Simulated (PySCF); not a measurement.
## How methods differ on the excitation energy of Pb⁺

Pb⁺ [Xe] 4f14 5d10 6s2 6p1 (2P) → Pb⁺ [Xe] 4f14 5d10 6s2 7s1 (2S), as a difference of total energies. All numbers are calculated (PySCF 2.14, a scalar-relativistic core potential, in aug-cc-pVQZ-PP with ECP60MDF). Correlated levels: valence: 5s2 5p6 5d10 frozen. The calculations carry no spin-orbit coupling.

Q: Order these methods by the excitation energy they give, lowest first.
A. M06
B. MN15
C. r2SCAN
D. PBE

A: A (47078 cm⁻¹), D (47258 cm⁻¹), C (49137 cm⁻¹), B (49959 cm⁻¹).

Errors of the correlated levels include the incompleteness of this basis and the frozen core.

For comparison: 50061 cm⁻¹ (measured; NIST levels, between the centres of gravity of the two terms).
